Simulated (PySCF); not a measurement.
First SCF of a structure search on quartet RuON, at a hand-made linear geometry. PySCF input:

```python
from pyscf import gto, scf, dft
mol = gto.M(atom='''
Ru     0.000000     0.000000     0.000000
O      0.000000     0.000000    -1.710000
N      0.000000     0.000000     1.740000''',
    basis={'Ru': 'def2-TZVP', 'O': 'def2-TZVP', 'N': 'def2-TZVP'},
    ecp={'Ru': 'def2-TZVP'},
    charge=0, spin=3)
mf = dft.UKS(mol, xc='PBE0')
mf.grids.atom_grid = (50, 194)
aux = {'Ru': 'def2-universal-JKFIT', 'O': 'def2-universal-JKFIT', 'N': 'def2-universal-JKFIT'}
mf = mf.density_fit(auxbasis=aux)
mf.conv_tol = 1e-08
mf.diis_space = 10
mf.max_cycle = 60
mf.init_guess = 'minao'
mf.verbose = 4
mf.kernel()
```

Excerpt of the output (cycles alone):

```
init E= -216.740387461609
cycle= 1 E= -223.451495584084  delta_E= -6.71  |g|= 1.57  |ddm|= 3.56
cycle= 2 E= -213.007581169266  delta_E= 10.4  |g|= 4.14  |ddm|=   12
cycle= 3 E= -224.368804246045  delta_E= -11.4  |g|= 0.775  |ddm|= 12.1
cycle= 4 E= -224.550674252948  delta_E= -0.182  |g|= 0.386  |ddm|= 0.338
cycle= 5 E= -224.492009755421  delta_E= 0.0587  |g|= 0.538  |ddm|= 0.385
cycle= 6 E= -224.604359186341  delta_E= -0.112  |g|= 0.145  |ddm|= 0.216
cycle= 7 E= -224.611956911277  delta_E= -0.0076  |g|= 0.0575  |ddm|= 0.106
cycle= 8 E= -224.613426666465  delta_E= -0.00147  |g|= 0.00812  |ddm|= 0.0349
cycle= 9 E= -224.613526405048  delta_E= -9.97e-05  |g|= 0.00379  |ddm|= 0.0113
cycle= 10 E= -224.613579263183  delta_E= -5.29e-05  |g|= 0.00132  |ddm|= 0.0126
cycle= 11 E= -224.613586906241  delta_E= -7.64e-06  |g|= 0.00104  |ddm|= 0.00507
cycle= 12 E= -224.613589261782  delta_E= -2.36e-06  |g|= 0.000487  |ddm|= 0.00222
cycle= 13 E= -224.613590963294  delta_E= -1.7e-06  |g|= 0.000324  |ddm|= 0.00256
cycle= 14 E= -224.613591836516  delta_E= -8.73e-07  |g|= 0.000202  |ddm|= 0.00219
cycle= 15 E= -224.613592191978  delta_E= -3.55e-07  |g|= 0.000122  |ddm|= 0.00135
cycle= 16 E= -224.613592423889  delta_E= -2.32e-07  |g|= 8.56e-05  |ddm|= 0.0012
cycle= 17 E= -224.6135925592  delta_E= -1.35e-07  |g|= 5.86e-05  |ddm|= 0.00104
cycle= 18 E= -224.613592620157  delta_E= -6.1e-08  |g|= 4.47e-05  |ddm|= 0.000866
cycle= 19 E= -224.613592633455  delta_E= -1.33e-08  |g|= 2.38e-05  |ddm|= 0.000444
cycle= 20 E= -224.613592635766  delta_E= -2.31e-09  |g|= 1.05e-05  |ddm|= 0.000139
Extra cycle  E= -224.613592636355  delta_E= -5.89e-10  |g|= 1.55e-05  |ddm|= 3.54e-05
converged SCF energy = -224.613592636355  <S^2> = 3.7733254  2S+1 = 4.0116457
```

No lower solution of this spin was found from smeared starts or by a stability analysis within the unrestricted form.

With open d or f shells other occupations or spin states may lie lower.

The search for the lowest solution, 3 starts and the stability check together, took 12 s on 4 threads of a shared Arm Neoverse V2 host, with 102 basis functions; the process peaked at 0.4 GiB.
